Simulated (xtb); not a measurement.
C₆H₁₅In (SMILES C[CH2][In]([CH2]C)[CH2]C), singlet, at a GFN2-xTB geometry (such geometries of metal compounds can be far from the true shape), atoms displaced at random by about 0.02 Å a coordinate; GFN1-xTB (xtb).

The xtb input:
```
$ xtb mol.xyz --gfn 1 --opt lax --json

# file mol.xyz
22

In     0.07361808    -0.21447962    -0.02589650
C      2.02173282     0.16207201    -1.16308108
C      2.36289546     1.60520297    -1.29389302
H      1.95995134    -0.33576131    -2.09348868
H      2.82887176    -0.37887569    -0.58063650
H      2.46638352     2.16279156    -0.30983245
H      1.57771116     2.15212038    -1.89241348
H      3.30833025     1.74878491    -1.85527168
C     -0.39084287    -2.37784080     0.68728334
C     -1.79283375    -2.46102435     1.27198490
H      0.35762269    -2.65084658     1.44155892
H     -0.28691756    -3.04637129    -0.16084964
H     -2.55403385    -2.18693928     0.58202841
H     -1.92261043    -1.74601138     2.13282110
H     -1.99100742    -3.42587816     1.63196058
C     -1.47368779     1.39923747     0.51656215
C     -1.13555953     2.73991053    -0.05145197
H     -1.50199257     1.50492642     1.59711044
H     -2.40984240     1.06056862     0.16947415
H     -1.12293334     2.70318499    -1.15008420
H     -0.17918509     3.12303685     0.29212522
H     -1.93199614     3.51268407     0.19301837
```

What the program printed (banner, timings and long lists left out):

```
   ID    Z sym.   atoms
    1   49 In     1
    2    6 C      2, 3, 9, 10, 16, 17
    3    1 H      4-8, 11-15, 18-22

           -------------------------------------------------
          |                Calculation Setup                |
           -------------------------------------------------

           -------------------------------------------------
          |                 G F N 1 - x T B                 |
           -------------------------------------------------

          ...................................................
          :                      SETUP                      :
          :.................................................:
          :  # basis functions                  64          :
          :  # atomic orbitals                  63          :
          :  # shells                           45          :
          :  # electrons                        42          :
          :  # halogen bonds                     0          :
          :  max. iterations                   250          :
          :  Hamiltonian                  GFN1-xTB          :
          :  restarted?                      false          :
          :  GBSA solvation                  false          :
          :  PC potential                    false          :
          :  electronic temp.          300.0000000     K    :
          :  accuracy                    1.0000000          :
          :  -> integral cutoff          0.2500000E+02      :
          :  -> integral neglect         0.1000000E-07      :
          :  -> SCF convergence          0.1000000E-05 Eh   :
          :  -> wf. convergence          0.2000000E-04 e    :
          :  Broyden damping             0.4000000          :
          :  net charge                          0          :
          :  unpaired electrons                  0          :
          ...................................................

 iter      E             dE          RMSdq      gap      omega  full diag
   1    -22.4871513 -0.224872E+02  0.761E+00    3.93       0.0  T
   2    -22.5114778 -0.243265E-01  0.465E+00    3.86       1.0  T
   3    -22.5120517 -0.573933E-03  0.503E-01    3.92       1.0  T
   4    -22.5137178 -0.166616E-02  0.102E-01    3.84       1.0  T
   5    -22.5139840 -0.266168E-03  0.191E-02    3.88       1.1  T
   6    -22.5139899 -0.585650E-05  0.589E-03    3.88       3.6  T
   7    -22.5139901 -0.255121E-06  0.797E-04    3.88      26.7  T
[...]
         :: total energy             -22.224240981365 Eh    ::
 * total energy  :   -22.2242410 Eh     change       -0.2125589E-10 Eh
 * total energy  :   -22.2350495 Eh     change       -0.1080855E-01 Eh
 * total energy  :   -22.2365446 Eh     change       -0.1495109E-02 Eh
 * total energy  :   -22.2369080 Eh     change       -0.3633883E-03 Eh
 * total energy  :   -22.2370009 Eh     change       -0.9283766E-04 Eh
 * total energy  :   -22.2369970 Eh     change        0.3849262E-05 Eh
 * total energy  :   -22.2370418 Eh     change       -0.4479937E-04 Eh
 * total energy  :   -22.2370580 Eh     change       -0.1614153E-04 Eh
   *** GEOMETRY OPTIMIZATION CONVERGED AFTER 8 ITERATIONS ***
         :: total energy             -22.237057953071 Eh    ::
[...]

Wiberg/Mayer (AO) data.
largest (>0.10) Wiberg bond orders for each atom

 ---------------------------------------------------------------------------
     #   Z sym  total        # sym  WBO       # sym  WBO       # sym  WBO
 ---------------------------------------------------------------------------
     1  49 In   1.903 --     9 C    0.583    16 C    0.581     2 C    0.579
     2   6 C    3.939 --     3 C    1.025     5 H    0.969     4 H    0.967
                             1 In   0.579    16 C    0.201     9 C    0.184
     3   6 C    3.990 --     2 C    1.025     7 H    0.988     6 H    0.988
                             8 H    0.985
     4   1 H    1.008 --     2 C    0.967
     5   1 H    1.008 --     2 C    0.969
     6   1 H    1.008 --     3 C    0.988
     7   1 H    1.008 --     3 C    0.988
     8   1 H    1.000 --     3 C    0.985
     9   6 C    3.934 --    10 C    1.024    12 H    0.969    11 H    0.967
                             1 In   0.583    16 C    0.190     2 C    0.184
    10   6 C    3.990 --     9 C    1.024    13 H    0.988    14 H    0.988
                            15 H    0.986
    11   1 H    1.008 --     9 C    0.967
    12   1 H    1.008 --     9 C    0.969
    13   1 H    1.007 --    10 C    0.988
    14   1 H    1.007 --    10 C    0.988
    15   1 H    1.004 --    10 C    0.986
    16   6 C    3.952 --    17 C    1.024    19 H    0.967    18 H    0.966
                             1 In   0.581     2 C    0.201     9 C    0.190
    17   6 C    3.998 --    16 C    1.024    21 H    0.988    20 H    0.988
                            22 H    0.985
    18   1 H    1.008 --    16 C    0.966
    19   1 H    1.008 --    16 C    0.967
    20   1 H    1.008 --    17 C    0.988
    21   1 H    1.008 --    17 C    0.988
    22   1 H    1.000 --    17 C    0.985
 ---------------------------------------------------------------------------

Topologies differ in total number of bonds
Writing topology from bond orders to xtbtopo.mol

 dipole moment from electron density (au)
     X       Y       Z
   0.0460  -0.0780  -0.0167  total (Debye):    0.234

optimized geometry written to: xtbopt.xyz

           -------------------------------------------------
          | TOTAL ENERGY              -22.237057953071 Eh   |
          | GRADIENT NORM               0.000806582958 Eh/α |
          | HOMO-LUMO GAP               4.042961369476 eV   |
           -------------------------------------------------

normal termination of xtb
```
